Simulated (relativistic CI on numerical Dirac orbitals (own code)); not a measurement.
# Sn⁸⁺: q coefficients and field-shift factors

These numbers are calculated, not measured: Dirac-Coulomb-Breit CI, orbitals from a KLI potential per configuration, derivatives by finite differences, unscaled Slater integrals, QED left out (own radial code, finite nucleus).

Configurations in the expansion (outside the closed core [Ar] 3d10): 4s²4p⁶4d⁶, 4s²4p⁵4d⁷, 4s²4p⁶4d⁵5s, 4s²4p⁶4d⁵5p, 4s²4p⁴4d⁸, 4s²4p⁶4d⁴5s², 4s4p⁶4d⁷, 4p⁶4d⁸. Levels of other configurations are missing.

With x = (α/α₀)² − 1 an excitation energy changes as ω = ω₀ + qx; K = 2q/ω₀ is the relative enhancement. Terms are leading LS components, so labels can repeat. The field-shift factor is F = δν/δ⟨r²⟩ for the transition from the lowest level.

Lowest level 4s²4p⁶4d⁶ ⁵D4.

```
        Level  ω₀ (cm⁻¹)  q (cm⁻¹)  F (GHz/fm²)
4s²4p⁶4d⁶ ⁵D3     4969.4      5796       0.0709
4s²4p⁶4d⁶ ⁵D2     6461.8      4797        0.052
4s²4p⁶4d⁶ ⁵D1     8358.1      7749        0.091
4s²4p⁶4d⁶ ⁵D0     8999.9      8006       0.0958
4s²4p⁶4d⁶ ³P2    26395.4      3973      -0.0518
4s²4p⁶4d⁶ ³F4    27548.1     -2343       0.0258
4s²4p⁶4d⁶ ³H5    31972.5      2203        0.103
4s²4p⁶4d⁶ ³H6    32000.2      3127        0.112
4s²4p⁶4d⁶ ³F3    33828.9      4997       0.0792
4s²4p⁶4d⁶ ³F2    34834.0      4999       0.0423
4s²4p⁶4d⁶ ³H4    36970.9      9548        0.154
4s²4p⁶4d⁶ ³P0    37822.3      7911         0.11
4s²4p⁶4d⁶ ³P1    39228.0     14860       0.0886
4s²4p⁶4d⁶ ³G5    41912.3     10820        0.211
4s²4p⁶4d⁶ ³G4    43382.4      9153        0.203
4s²4p⁶4d⁶ ³G3    44972.1     12290         0.22
4s²4p⁶4d⁶ ³D2    45370.4      5209        0.137
4s²4p⁶4d⁶ ³D1    47597.1      9358        0.206
4s²4p⁶4d⁶ ³D3    47702.4      7553        0.204
4s²4p⁶4d⁶ ¹I6    51556.0      9576        0.247
4s²4p⁶4d⁶ ¹G4    54050.8     16310        0.309
4s²4p⁶4d⁶ ³P0    57177.1     12290        0.196
4s²4p⁶4d⁶ ¹D2    57598.8     12650       0.0411
```

At this charge configurations can still be misplaced by up to about 7 % of their energy. Terms inside the open d or f shell come out 10 to 20 % too wide with unscaled integrals.

Question: Which transition from the lowest level has the largest |K|?

Answer: 4s²4p⁶4d⁶ ⁵D3 at 4969.4 cm⁻¹, K = 2.33.
